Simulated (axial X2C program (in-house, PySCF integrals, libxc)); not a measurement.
## Testing model relations on KB⁺

A bond curve at the PBE0 level, two-component, was computed with an in-house relativistic program for diatomic molecules (basis K dyall-cv3z [11s12p6d3f], B dyall-v3z [7s6p2d1f] (cores contracted in-house)) for the state Ω = 1/2 (⟨Sz⟩ = 0.50, ⟨Lz⟩ = 0.00 at PBE0). Its fit gives Re = 3.3350 Å, ωe = 149.4 cm⁻¹, ωexe = 2.13 cm⁻¹ and αe = 3.217e-03 cm⁻¹; the masses are 38.9637 and 11.0093 u. Two-component means X2C with spin–orbit coupling and atomic mean-field Coulomb and Gaunt terms.

Problem. Find the reduced mass, Be and the force constant.

Solution. From the PBE0 values: μ = 8.5839 u. Be = 16.8576/(μ Re²) = 0.1766 cm⁻¹. k = 5.8918×10⁻⁷ μ ωe² = 0.113 mdyn/Å.

Problem. Estimate De from a Morse curve and compare with the computed well depth of 0.370 eV to K+ + B.

Solution. De(Morse) = ωe²/(4ωexe) = 0.325 eV against 0.370 eV computed, a ratio of 0.88. For De the Morse form works well here.

Problem. A Morse curve ties αe to the other constants (Pekeris). How well does that hold?

Solution. αe(Morse) = 6Be²/ωe × (√(ωexe/Be) − 1) = 3.097e-03 cm⁻¹; the PBE0 curve gives 3.217e-03 cm⁻¹, a ratio of 0.96.

Problem. Where do the fundamental and the first overtone lie?

Solution. ν(1←0) = ωe − 2ωexe = 145.1 cm⁻¹; ν(2←0) = 2ωe − 6ωexe = 286.0 cm⁻¹.

Problem. Estimate the centrifugal constant by the Kratzer relation.

Solution. D = 4Be³/ωe² = 9.87e-07 cm⁻¹.

The state is a single determinant with fixed occupations, the lowest that a limited PBE0 search found. Dissociation energies refer to the lowest single-determinant-based atoms at the same level and basis. Density functionals use the spin component along the axis (collinear). A 2c atom that is not at its ground J level misses part of its spin–orbit lowering, and De is too large by that part (0.04 eV or less for light atoms). This holds for PBE0. PBE0 can misorder states that lie within some tenths of an eV, so this need not be the ground state of the molecule. The nearest other 2c determinant of the search, Ω = 3/2, lies 0.43 eV up at the distance of the search. The functionals have no current-density term, which raises determinants with orbital currents, atoms included.
